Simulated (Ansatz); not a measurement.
System: sum formula H3Si2OCl2, net charge 0, doublet state. It need not be the lowest isomer of its formula. SMILES: [SiH3]O[Si](Cl)Cl
Geometry from a B3LYP-D3(BJ)/def2-TZVP (Ansatz, a first-principles code) optimisation:
```xyz
8

Si    -2.4555    -0.4992     0.1987
O     -0.8657    -0.4813     0.6627
Si     0.5843     0.2225     0.5410
Cl     0.4940     1.7346    -0.8766
Cl     1.9680    -1.1901    -0.0571
H     -3.0591     0.8254     0.4545
H     -2.5390    -0.8237    -1.2405
H     -3.1341    -1.5345     1.0019
```
Charge 0, spin multiplicity 2.

Parts of the frozen-core correlation energy in 6-31G* (Ansatz, hartree). Frozen orbitals: 21; correlated occupied orbitals by spin: 16 and 15; virtual: 60 and 61. UHF or UKS for open shells. Spin-orbit coupling is left out. No relativistic terms.

```tsv
term	value
reference (HF)	-1573.55826
MP2 opposite-spin	-0.42502
MP2 same-spin	-0.14897
CCSD correlation	-0.62123
(T)	-0.01555
T1 diagnostic	0.013
largest doubles amplitude	0.019
<S^2> of the reference	0.754
```
